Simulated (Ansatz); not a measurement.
1,1-elimination

Start structure (SiHClF2, closed shell), relaxed at PBE0-D4/def2-TZVP:

```csv
atom,x (Å),y (Å),z (Å)
Si1,0.0371,0.0868,0.0284
Cl2,-0.1433,-1.5828,-1.0908
H3,1.1192,0.9458,-0.4577
F4,-1.3275,0.8765,-0.0047
F5,0.3146,-0.3262,1.5248
```

The step: SiHClF₂ ([F][SiH]([F])[Cl]) → SiF₂ + HCl; bonds formed: Cl2–H3; bonds broken: Si1–Cl2, Si1–H3. Computed with Ansatz 0.2.0 (basis: def2-TZVPP and def2-QZVPP); correlated methods freeze the cores. Extrapolation: Hartree–Fock as exp(−7.88 √X), correlation as X^−2.97. Energies below are by CCSD(T) at an estimated basis limit (MP2 extrapolated from triple and quadruple zeta, plus CCSD(T) − MP2 in triple zeta).

Task: What are the electronic barrier and the energy of the step, from the start structure to the end structure? (To be estimated.)

Result: By the calculation: Barrier 3.392 eV; step energy 2.501 eV (uphill); reverse barrier, their difference, 0.890 eV. Barrier and step energy count from the start structure, the reverse barrier from the end structure.

The saddle point: One imaginary mode of 975i cm⁻¹.
| pair | start (Å) | saddle (Å) | end (Å) |
| --- | --- | --- | --- |
| Cl2–H3 | 2.90 | 1.59 | 1.28 |
| Si1–Cl2 | 2.02 | 2.48 | 3.13 |
| Si1–H3 | 1.46 | 1.63 | 3.45 |

Zero-point energy (harmonic, PBE0-D4): ZPE is 0.454 eV at the start and 0.322 eV at the saddle, so the barrier goes from 3.392 to 3.259 eV.

First-order rate constant out of the start structure at 298 K by transition-state theory, with harmonic vibrational free energies alone and no tunnelling: ΔA‡ = 3.241 eV, so k = (kB T/h) exp(−ΔA‡/kB T) ≈ 10^-42 s⁻¹ (an order of magnitude at best: rotation, the number of equivalent paths and anharmonicity are left out).

The T1 diagnostic stays at or below 0.015. The restricted Hartree–Fock reference is unstable towards an unrestricted one at one or more of these structures.

Losses and insertions of silylenes and their heavier kin drive the gas-phase chemistry of silicon and germanium vapour deposition.

Labels in which every atom is bracketed show which atoms are joined, not bond orders.

For scale, one of the runs: CCSD(T)/def2-TZVPP, 160 basis functions, launched by `ansatz run in.yaml --threads 2 --pin off --events-out ev --progress --plain --max-ram 4352MiB`. Time: 13 s of wall clock on 2 CPU threads of an Intel Xeon 6975P-C; the host was shared. Peak host memory: 1.2 GiB.
